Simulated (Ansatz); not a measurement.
A nudged elastic band was laid between two geometries of CH₆BFSi (10 atoms, charge 0, multiplicity 1).

Method: Ansatz 0.2.0, RKS PBE0-D4/6-31G*.

```
movable images  : 7
climbing image  : yes
spring          : 5.0 eV/Å²
optimiser       : quadratic models (default)
start path      : IDPP
force threshold : 0.05 eV/Å
iteration limit : 31
end points      : relaxed
```

Initial state:

```xyz
10
Properties=species:S:1:pos:R:3
F -2.422 -0.030 0.348
B -1.240 0.267 0.882
C -0.092 0.792 -0.017
Si 0.969 -0.664 -0.604
H -1.118 0.059 2.060
H 0.581 1.458 0.536
H -0.463 1.305 -0.912
H 0.152 -1.613 -1.410
H 2.097 -0.173 -1.444
H 1.534 -1.401 0.561
```

Final state:

```xyz
10
Properties=species:S:1:pos:R:3
F -2.125 0.872 -0.855
B -1.483 0.393 0.207
C 0.028 0.687 0.398
Si 1.055 -0.712 -0.364
H -2.125 -0.296 0.955
H 0.299 0.722 1.459
H 0.336 1.619 -0.091
H 0.718 -2.013 0.278
H 0.790 -0.823 -1.825
H 2.507 -0.449 -0.162
```

Question: Which bonds break or form, and what moves?

Answer: No bond is made or broken. The dihedral B2–C3–Si4–H8 goes from 61 to -59°. The two ends are copies of one structure, up to a mirror image or an exchange of like atoms.

Question: Give the energies along the band, and the barrier.

Answer: The forces met the threshold. The highest image is number 4 of 0 to 8, 1.0 kcal/mol above the ends, which have the same energy within 2 meV. A vibrational analysis at the climbing image gives one clearly imaginary mode, 121i cm⁻¹: a first-order saddle point.

| image | path coordinate (Å) | energy (kcal/mol) | dihedral B2–C3–Si4–H8 (°) |
| --- | --- | --- | --- |
| 0 | 0.00 | 0.0 | 61 |
| 1 | 0.51 | 0.1 | 47 |
| 2 | 1.03 | 0.5 | 32 |
| 3 | 1.54 | 0.9 | 17 |
| 4 | 2.06 | 1.0 | 2 |
| 5 | 2.58 | 0.8 | -14 |
| 6 | 3.10 | 0.5 | -29 |
| 7 | 3.63 | 0.1 | -44 |
| 8 | 4.15 | 0.0 | -59 |

Question: What is the geometry of the highest image?

Answer: 
```xyz
10
Properties=species:S:1:pos:R:3
F -2.333 0.448 -0.483
B -1.422 0.308 0.476
C 0.034 0.786 0.238
Si 1.022 -0.691 -0.453
H -1.787 -0.240 1.482
H 0.518 1.098 1.170
H 0.091 1.601 -0.492
H 0.154 -1.891 -0.622
H 1.592 -0.355 -1.785
H 2.131 -1.062 0.468
```

Question: What are the harmonic wavenumbers there?

Answer: 121i, 82, 184, 382, 576, 617, 660, 797, 890, 937, 949, 956, 980, 1064, 1102, 1148, 1382, 1464, 2254, 2268, 2276, 2642, 3101, 3167 cm⁻¹.

The band took 5 iterations and about 4 core-minutes.

Time of the run: 4.6 min on 1 thread of AMD EPYC (Zen 3), with other jobs on the host, peak memory 0.16 GiB.
